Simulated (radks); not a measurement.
Values are calculated unless marked as measured or tabulated.
Problem. The mean radii <r> (bohr) of the occupied orbitals of an atom or ion are listed with their occupations. Level of theory: Dirac Kohn-Sham, OLYP, spin-unpolarised, spherical densities, point nucleus (a radial shooting solver on a logarithmic mesh with Libxc functionals).

| orbital | occ. | <r> |
|---|---|---|
| 1s1/2 | 2 | 0.01658 |
| 2s1/2 | 2 | 0.06923 |
| 2p1/2 | 2 | 0.05692 |
| 2p3/2 | 4 | 0.06559 |
| 3s1/2 | 2 | 0.1801 |
| 3p1/2 | 2 | 0.1704 |
| 3p3/2 | 4 | 0.1863 |
| 3d3/2 | 4 | 0.1620 |
| 3d5/2 | 6 | 0.1669 |
| 4s1/2 | 2 | 0.3988 |
| 4p1/2 | 2 | 0.4008 |
| 4p3/2 | 4 | 0.4350 |
| 4d3/2 | 4 | 0.4417 |
| 4d5/2 | 6 | 0.4528 |
| 5s1/2 | 1 | 0.8909 |
| 4f5/2 | 6 | 0.4760 |
| 4f7/2 | 8 | 0.4825 |
| 5p1/2 | 2 | 0.9521 |
| 5p3/2 | 4 | 1.038 |
| 5d3/2 | 3.2 | 1.267 |
| 5d5/2 | 4.8 | 1.302 |
| 6p1/2 | 0.333333 | 2.331 |
| 6p3/2 | 0.666667 | 2.526 |

Name the element and its charge. Open shells, if any, are shared by 2j + 1.

Solution. Z = 80, mercury, charge +4: Hg4+ in [Kr] 4d10 4f14 5s1 5p6 5d8 6p1. The 1s radius gives Z: for a bare nucleus <r> = (2 gamma + 1)/(2Z) with gamma = sqrt(1 - (Z/c)^2), 0.0164 bohr for Z = 80, and screening makes it slightly larger (0.01658 here). The occupations add up to 76, and the charge is Z minus that.
